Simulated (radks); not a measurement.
Species: Zr29+. Configuration: [Ne] 3s1. Calculated with a radial shooting solver on a logarithmic mesh with Libxc functionals: Dirac Kohn-Sham, PBE, spin-unpolarised, spherical densities, finite nucleus; Fermi nuclear charge, rms radius 4.2694 fm.

Unscreened Slater integrals over Kohn-Sham orbitals (hartree). Large and small components are both included.

integral           value
F0(3s1/2,3s1/2)   2.3128
F0(3s1/2,2p3/2)   3.0273
G1(3s1/2,2p3/2)  0.31419
F0(3s1/2,2p1/2)   3.0419
G1(3s1/2,2p1/2)  0.31669
F0(3s1/2,2s1/2)   2.9648
G0(3s1/2,2s1/2)  0.25625
F0(2p3/2,2p3/2)   6.5097
F2(2p3/2,2p3/2)   3.1020
F0(2p3/2,2p1/2)   6.6082
G2(2p3/2,2p1/2)   3.0898
F0(2p3/2,2s1/2)   5.9991
G1(2p3/2,2s1/2)   3.4031
F0(2p1/2,2p1/2)   6.7126
F0(2p1/2,2s1/2)   6.0723
G1(2p1/2,2s1/2)   3.3721
F0(2s1/2,2s1/2)   5.6735
